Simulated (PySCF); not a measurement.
Isomers of C2H5BF2O. Theory: PBE0-D3(BJ)/def2-SVP geometry optimisation, gas phase in PySCF. One conformer each; no zero-point energy, no entropy. No frequencies were run at this level. Point groups hold within 0.08 Å.

**Question.** Order them by energy at this level, lowest first, and give relative energies in kcal/mol.
A. `[CH3:1][B:2]([F:3])[O:4][CH2:5][F:6]` with C1–B2–O4–C5 175°, B2–O4–C5–F6 -83°
B. `[CH3:1][BH:2][O:3][CH:4]([F:5])[F:6]` with C1–B2–O3–C4 180°, B2–O3–C4–F5 62°

**Answer.** A (0.0), B (40.3).

As drawn, the lower has a B–F bond, which the higher lacks; the higher has two fluorines on one carbon, which the lower lacks.

```json
{"SMILES": "CB(F)OCF", "E (Eh)": "-378.41832", "E rel (kcal/mol)": "0.0", "dipole (D)": "1.47", "point group": "C1", "A, B, C (MHz)": "7032, 2170, 1895"}
{"SMILES": "CBOC(F)F", "E (Eh)": "-378.35415", "E rel (kcal/mol)": "40.3", "dipole (D)": "1.26", "point group": "near Cs", "A, B, C (MHz)": "7747, 2059, 1857"}
```

**Question.** How do the relative energies change in single points at WP04/pcSseg-2 (no added dispersion term) on the same geometries?

**Answer.** 
| SMILES | PBE0-D3(BJ)/def2-SVP (kcal/mol) | WP04/pcSseg-2 (kcal/mol) | shift |
| --- | --- | --- | --- |
| CB(F)OCF | 0.0 | 0.0 | 0.0 |
| CBOC(F)F | 40.3 | 47.1 | +6.8 |

Each column counts from its own lowest isomer. The order is unchanged; the largest shift is 6.8 kcal/mol.
